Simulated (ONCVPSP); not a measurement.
**What one change does to a pseudopotential (Gd (Z = 64), ONCV)**

```
Element                 : gadolinium
Generator               : ONCVPSP 4.0.1
Type                    : optimised norm-conserving Vanderbilt (ONCV)
Functional              : PBEsol
Relativity              : scalar-relativistic
Frozen core             : [Kr] 4d10
Valence charge          : 18
Reference configuration : 4f7 5s2 5p6 5d1 6s1 (charge +1)
Partial waves           : 5s+6s: rc 2.45 bohr, ncon 4, nbas 9, qcut 4.4 1/bohr, 2 projectors; 5p: rc 2.50 bohr, ncon 4, nbas 7, qcut 4.7 1/bohr, 2 projectors, debl 1.6 Ha; 5d: rc 3.30 bohr, ncon 4, nbas 8, qcut 5.5 1/bohr, 3 projectors, debl 1 Ha; 4f: rc 1.05 bohr, ncon 5, nbas 9, qcut 14.2 1/bohr, 2 projectors, debl 0.5 Ha
Local potential         : polynomial inside 0.95 bohr (lpopt 5, dvloc0 4 Ha)
Core correction         : Teter function, fcfact 4, rcfact 1.8
```

In the f channel the program set the typed energies aside and used -0.554, 0.250 Ha.

Change: all radii but the core radius scaled by about 1.07 (s 2.62, p 2.68, d 3.54, f 1.12 bohr); local potential polynomial inside 1.02 bohr (lpopt 5, dvloc0 4 Ha).

Cutoffs: the cutoffs (Ha) at which the residual kinetic energy of the hardest occupied pseudo-wave falls to 1 and 0.1 mHa per electron; they do not see the model core or the augmentation charge, which bear on the density cutoff. Errors are all-electron minus pseudo energies relative to the spin-unpolarised reference configuration.

**Question.** How do hardness, ghosts and transferability respond?

**Answer.** The potential gets softer (185 Ha and 301 Ha → 100 Ha and 245 Ha); the bound ghosts move from s to d, s; of the 4 tests that both files solve, the error grows in 1 and shrinks in 1 by more than 15 % and 0.3 meV (median size 3.6 → 3.9 meV). A larger radius leaves more room for a smooth pseudo-wave, so fewer plane waves are needed.

| quantity | base | changed |
| --- | --- | --- |
| cutoff, loose | 185 Ha | 100 Ha |
| cutoff, tight | 301 Ha | 245 Ha |
| loose cutoff by channel | s 6.0 Ha, p 7.3 Ha, d 8.0 Ha, f 185 Ha | s 4.2 Ha, p 7.3 Ha, d 7.5 Ha, f 100 Ha |
| bound ghosts | s | s, d |
| GHOST(+) flags under 300 eV | p at 51.8 eV | p at 77.2 eV |
| error for 4f7 5s2 5p6 5d1 6s2, meV [ΔE -6.67 eV] | +0.7 | +0.4 |
| error for 4f7 5s2 5p6 5d1 6s0, meV [ΔE 12.05 eV] | -6.5 | -7.3 |
| error for 4f7 5s2 5p6 5d0 6s0, meV [ΔE 31.84 eV] | -20 | -15 |
| error for 4f7 5s2 5p6 5d1 6s0 6p2, meV [ΔE -0.75 eV] | 0.0 | -0.5 |
| rms error of d²Exc/dni dnj with the model core, mHa | 4.05 | 4.07 |

 A true bound ghost makes a file unfit for plane-wave use even where its test errors are small: the radial tests pick states by their node count and pass the ghost by.
